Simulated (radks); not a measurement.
The platinum anion Pt2-, [Hg], held by a Watson sphere: a shell of charge +2.37 at radius R that stands for the Madelung well of a crystal (potential energy -2.37/R inside, -2.37/r outside, in hartree with lengths in bohr). Calculated with a radial shooting solver on a logarithmic mesh with Libxc functionals: scalar-relativistic Kohn-Sham, r2SCAN, spin-unpolarised, spherical densities, finite nucleus; meta-GGA in the generalised Kohn-Sham scheme; Fermi nuclear charge, rms radius of each element as measured or else 0.836 A^(1/3) + 0.57 fm.

R (bohr)  e(5p) (eV)  e(6s) (eV)  e(5d) (eV)  <r> 5d (bohr)  sum of <r^2> (bohr^2)  X-ray form factor at sin(theta)/lambda = 0.1 1/angstrom
3.97         -56.708      -7.673      -6.145          1.871                  88.00                                                   74.759
4.43         -55.972      -6.852      -5.323          1.890                  91.94                                                   74.656
4.81         -55.436      -6.245      -4.735          1.903                  95.13                                                   74.587
4.94         -55.266      -6.052      -4.551          1.908                  96.22                                                   74.566
5.21         -54.935      -5.673      -4.194          1.916                  98.48                                                   74.526
5.76         -54.340      -4.992      -3.562          1.930                  103.1                                                   74.459
6.33         -53.825      -4.397      -3.021          1.944                  108.1                                                   74.406
6.63         -53.590      -4.124      -2.776          1.952                  110.9                                                   74.385
